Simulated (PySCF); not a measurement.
H6Ge2Mg (SMILES [GeH3][Mg][GeH3]), singlet, geometry from GFN2-xTB (such geometries of metal compounds can be far from the true shape). Base run: PySCF with HF/6-31G.

Input for PySCF:
```python
from pyscf import gto, scf, solvent

mol = gto.M(
    atom='''
Mg   -0.47428905    0.63651545   -0.53806087
Ge    1.83193587    0.14371701   -1.23691880
H     2.01671697   -1.38002919   -1.27948137
H     2.79507322    0.47041019   -2.36567130
H     2.81342402    0.39322952   -0.08457679
Ge   -1.71654869   -0.29852657    1.36782829
H    -1.56537794   -1.82646159    1.34993721
H    -0.94957252   -0.07574843    2.67763172
H    -3.11118497   -0.26568002    1.96978754
''',
    basis='6-31g',
    verbose=3,
)

mf = scf.RHF(mol)
mf.kernel()
```

The base run was repeated with changes; each row names its change, and settings that it needs were set with it.

| change | ΔE vs base (kJ/mol) | dipole (D) | HOMO-LUMO gap (eV) |
|---|---|---|---|
| base | 0.00 | 4.96 | 9.24 |
| model = IEF-PCM; solvent = chloroform | [?] | [?] | [?] |
| model = IEF-PCM; solvent = dimethylsulfoxide; r_probe = 0.5 | -37.2 | 6.49 | 10.01 |
| model = IEF-PCM; solvent = n-hexane | -24.61 | 5.76 | 9.60 |
| model = COSMO; solvent = dimethylsulfoxide | -76.8 | 7.47 | 10.35 |
| model = IEF-PCM; solvent = dimethylsulfoxide; vdw_scale = 1.0 | -141.6 | 8.39 | 10.50 |
| model = IEF-PCM; solvent = methanol | -75.5 | 7.43 | 10.33 |
| model = ddCOSMO; solvent = dimethylsulfoxide | -150.1 | 8.38 | 10.55 |
| model = IEF-PCM; solvent = dimethylsulfoxide; lebedev_order = 11 | [?] | [?] | [?] |
| model = IEF-PCM; solvent = dimethylsulfoxide; lebedev_order = 41 | -77.2 | 7.48 | 10.36 |
| model = SS(V)PE; solvent = dimethylsulfoxide | [?] | [?] | [?] |
| model = C-PCM; solvent = dimethylsulfoxide | -77.9 | 7.51 | 10.37 |

Question: Fill in the missing entries.

Answer: 
- model = IEF-PCM; solvent = chloroform, ΔE vs base (kJ/mol): -52.2
- model = IEF-PCM; solvent = chloroform, dipole (D): 6.67
- model = IEF-PCM; solvent = chloroform, HOMO-LUMO gap (eV): 10.00
- model = IEF-PCM; solvent = dimethylsulfoxide; lebedev_order = 11, ΔE vs base (kJ/mol): -74.2
- model = IEF-PCM; solvent = dimethylsulfoxide; lebedev_order = 11, dipole (D): 7.37
- model = IEF-PCM; solvent = dimethylsulfoxide; lebedev_order = 11, HOMO-LUMO gap (eV): 10.31
- model = SS(V)PE; solvent = dimethylsulfoxide, ΔE vs base (kJ/mol): -75.7
- model = SS(V)PE; solvent = dimethylsulfoxide, dipole (D): 7.42
- model = SS(V)PE; solvent = dimethylsulfoxide, HOMO-LUMO gap (eV): 10.34

The base is the gas phase, so ΔE is the electrostatic part of solvation at a fixed geometry, without cavity and dispersion terms.
